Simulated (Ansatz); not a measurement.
`COB(Br)OC` + `CC[SiH2]O` → `COB(C)Br` + `COC[SiH2]O`  (redistribution)

Program: Ansatz. Geometries: PBE0-D4/def2-TZVP. ΔE: electronic, gas phase. CCSD(T)/CBS is the MP2 limit (def2-TZVPP, def2-QZVPP) plus CCSD(T) − MP2 in def2-TZVPP, frozen cores. Functionals use def2-TZVPP. HSE06 is defined as in plane-wave codes. For Br outer-core shells are correlated without core-valence functions, which leaves a few kJ/mol of doubt a bond. Scalar relativity is left out up to krypton. One conformer a species, not always the lowest.

Q: Is it downhill or uphill in electronic energy at CCSD(T)/CBS, and by how much? (Estimate.)

A: Ansatz gave: Uphill: ΔE = +162.6 kJ/mol.

Q: What do these levels give: B97M-V, PBE0-D4, HSE06-D4, PBE0, CAM-B3LYP, HF/def2-TZVPP? (Best estimate.)

A: Computed: B97M-V 159.6, PBE0-D4 156.8, HSE06-D4 156.8, PBE0 157.4, CAM-B3LYP 162.4, HF/def2-TZVPP 174.8 kJ/mol.

Largest T1 diagnostic among the species: 0.011.

From r2SCAN to r2SCAN0 (25 % exact exchange), in def2-TZVPP and without D4, ΔE moves by +5.0 kJ/mol. Leaving LDA and LC-ωPBE aside and taking each functional with its dispersion term where it has one, the values, not all of them listed here, spread over 17.2 kJ/mol, from revPBE-D4 to BHLYP-D4. At CCSD(T), def2-SVP lies +9.6 kJ/mol from the extrapolated value and def2-TZVPP +0.4 kJ/mol.
